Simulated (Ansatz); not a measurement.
A set of 12 reactions (atomization), with CCSD(T)/CBS values in kJ/mol:

| reaction | ΔE |
| --- | --- |
| `[Cl][In]([Cl])[GeH3]` → 2 Cl• + Ge• + 3 H• + In• | 1773.6 |
| `[Cl][AlH][GeH3]` → Al• + Cl• + Ge• + 4 H• | 1844.6 |
| `FC1CC[Te]1` → 3 C• + F• + 5 H• + Te• | 3764.1 |
| `C=C=C=C` → 4 C• + 4 H• | 3523.5 |
| `O=C[CH2][GeH3]` → 2 C• + Ge• + 6 H• + O• | 3592.8 |
| `[GeH3][CH]1O[SiH2]O1` → C• + Ge• + 6 H• + 2 O• + Si• | 3814.8 |
| `O[SiH](O)S[SiH](O)O` → 6 H• + 4 O• + S• + 2 Si• | 5072.1 |
| `O=C([SiH3])BO` → B• + C• + 5 H• + 2 O• + Si• | 3773.2 |
| `CB(Cl)N=C=O` → B• + 2 C• + Cl• + 3 H• + N• + O• | 3969.8 |
| `F[SiH3]` → F• + 3 H• + Si• | 1603.5 |
| `C#[C][GeH]([NH2])[SH]` → 2 C• + Ge• + 5 H• + N• + S• | 3593.0 |
| `[OH][In]([OH])[OH]` → 3 H• + In• + 3 O• | 2334.2 |

Isolated molecules relaxed with PBE0-D4/def2-TZVP in Ansatz; ΔE leaves out vibrations. CCSD(T)/CBS is the MP2 limit (def2-TZVPP, def2-QZVPP) plus CCSD(T) − MP2 in def2-TZVPP, frozen cores. Small cases extrapolate CCSD(T) itself. Functionals use def2-TZVPP. B3LYP here is the variant with VWN-RPA as its local correlation; programs differ in this. Open shells (•) are unrestricted, without spin–orbit coupling. Spin–orbit coupling would lower the free atoms: a little for Al, B, C, Cl, F, O, S, Si; clearly for Ge; strongly for In, Te. def2 core potentials past Kr. Bonds to Ge, In, Te are less sure, by a few kJ/mol each and by 10 to 20 or more in all where they break to atoms, as the def2 sets lack core-valence functions. Scalar relativity is left out up to krypton. Each species was taken in one conformer, which may not be the lowest.

Task: Give the mean, mean absolute and largest difference (level minus CCSD(T)/CBS, kJ/mol) for: PBE-D4, B3LYP-D4, ωB97X-V, ωB97M-V, B2PLYP, B3LYP, MP2/def2-TZVPP, SCS-MP2/def2-TZVPP, CCSD/def2-TZVPP, CCSD(T)/def2-TZVPP, HF/def2-QZVPP, SCS-MP2/def2-QZVPP, MP2/CBS(def2), CCSD/CBS(def2). (An estimate is asked.)

Result: Computed: 
```csv
level,mean,mean absolute,largest
PBE-D4,53.5,72.2,211.1
B3LYP-D4,-23.2,38.2,-80.0
ωB97X-V,1.0,13.5,38.7
ωB97M-V,-5.1,20.2,52.8
B2PLYP,-47.9,49.4,-113.4
B3LYP,-53.3,59.1,-140.1
MP2/def2-TZVPP,-22.9,30.8,-51.5
SCS-MP2/def2-TZVPP,-48.4,48.4,-83.5
CCSD/def2-TZVPP,-148.3,148.3,-264.4
CCSD(T)/def2-TZVPP,-90.8,90.8,-177.3
HF/def2-QZVPP,-938.1,938.1,-1533.8
SCS-MP2/def2-QZVPP,12.2,19.6,55.1
MP2/CBS(def2),67.9,69.6,155.1
CCSD/CBS(def2),-57.7,57.7,-88.1
```

The largest T1 diagnostic in the set is 0.018, for Al• (customary mark 0.045).

CCSD(T)/CBS is a level of theory with its own doubt, and the functionals carry their triple-zeta basis error, so these figures describe this set and don't rank the functionals.
